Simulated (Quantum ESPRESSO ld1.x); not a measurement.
The run below uses ld1.x (Quantum ESPRESSO 7.5).

```
 &input
    atom='Ba',
    iswitch=1,
    rel=1,
    lsd=1,
    dft='SLA-VWN',
    config='[Ne] 3s1 3p0 4s0 3d0',
    verbosity='high',
    prefix='ld1',
    max_out_wfc=37,
    file_charge='ld1.rho',
 /
```

Command: `OMP_NUM_THREADS=1 ld1.x < ld1.in > ld1.out`

Output (excerpt):

```
     Program LD1 v.7.5 starts

     --------------------------- All-electron run ----------------------------

     scalar relativistic calculation

     atomic number is 56.00
     dft =SLA-VWN   lsd =1 sic =0 latt =0  beta=0.20 tr2=1.0E-14
     Exchange-correlation= SLA-VWN
                           (   1   2   0   0   0   0   0)
     mesh =2079 r(mesh) =  99.34993 a.u. xmin = -8.00 dx = 0.00800
     1 Ry =  13.60569312 eV, c = 137.03599908

     n l     nl                  e(Ry)          e(Ha)          e(eV)
     1 0     1S 1( 1.00)   -2963.149020078   -1481.574510039 -40315.6962449
     2 0     2S 1( 1.00)    -645.915026442    -322.957513221  -8788.1216333
     2 1     2P 1( 3.00)    -604.069972704    -302.034986352  -8218.7906734
     3 0     3S 1( 1.00)    -265.389538469    -132.694769235  -3610.8086185
     3 1     3P 1( 0.00)    -252.624844590    -126.312422295  -3437.1361107
     4 0     4S 1( 0.00)    -143.054620948     -71.527310474  -1946.3572724
     3 2     3D 1( 0.00)    -239.216277800    -119.608138900  -3254.7032658
     1 0     1S 2( 1.00)   -2962.904749716   -1481.452374858 -40312.3727773
     2 0     2S 2( 1.00)    -645.650646351    -322.825323176  -8784.5245589
     2 1     2P 2( 3.00)    -603.836002642    -301.918001321  -8215.6073486
     3 0     3S 2( 0.00)    -263.765351769    -131.882675885  -3588.7104327
     3 1     3P 2( 0.00)    -251.077719573    -125.538859786  -3416.0864025
     4 0     4S 2( 0.00)    -142.377883701     -71.188941850  -1937.1497931
     3 2     3D 2( 0.00)    -238.007024371    -119.003512186  -3238.2505347

     final scf error:  6.1E-16 reached in  12 iterations

     Etot =  -12293.714077 Ry,   -6146.857038 Ha, -167264.501072 eV
     Total magnetization:    1.00 Bohr mag.

     Ekin =   13145.388702 Ry,    6572.694351 Ha,  178852.124660 eV
     Encl =  -26500.284523 Ry,  -13250.142262 Ha, -360554.738896 eV
     Eh   =    1248.777064 Ry,     624.388532 Ha,   16990.477517 eV
     Exc  =    -187.595320 Ry,     -93.797660 Ha,   -2552.364353 eV
```

Run on one thread of a shared host, so times are rough (Intel(R) Xeon(R) Processor @ 2.60GHz): 0.58 s of CPU time, 0.6 s wall, 12 iterations on 2079 mesh points.
